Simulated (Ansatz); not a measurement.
```yaml
crystal:
  periodic: [false, false, false]
  atoms:
    - {symbol: F, position_ang: [-3.583500, -1.758616, 0.536726]}
    - {symbol: Zn, position_ang: [-2.168776, -0.987532, 0.699346]}
    - {symbol: Ge, position_ang: [-0.302550, 0.066139, 0.860648]}
    - {symbol: C, position_ang: [1.067581, -0.448772, -0.294528]}
    - {symbol: Si, position_ang: [0.582810, 1.138898, -0.747003]}
    - {symbol: H, position_ang: [0.204483, 0.337537, 2.149325]}
    - {symbol: H, position_ang: [0.861860, -1.204161, -0.915300]}
    - {symbol: H, position_ang: [1.955164, -0.563013, 0.151207]}
    - {symbol: H, position_ang: [-0.077017, 1.265760, -1.932681]}
    - {symbol: H, position_ang: [1.459934, 2.153761, -0.507748]}
basis:
  gaussian: {orbitals: "6-311G**", final_grid: {core_spheres: 20, valence_spheres: 16, degree: 47}}
hamiltonian: {xc: {name: B2GP-PLYP}}
output: {forces: true}
```

```sh
$ ansatz run in.yaml --threads 2 --pin off --events-out ev --progress --plain --max-ram 22528MiB --backend cpu
```

Q: How does Ansatz answer? (Best estimate.)

A: The calculation gave: The program refused the input.
```
Error: <dir> can't be read: No such file or directory (os error 2)
```
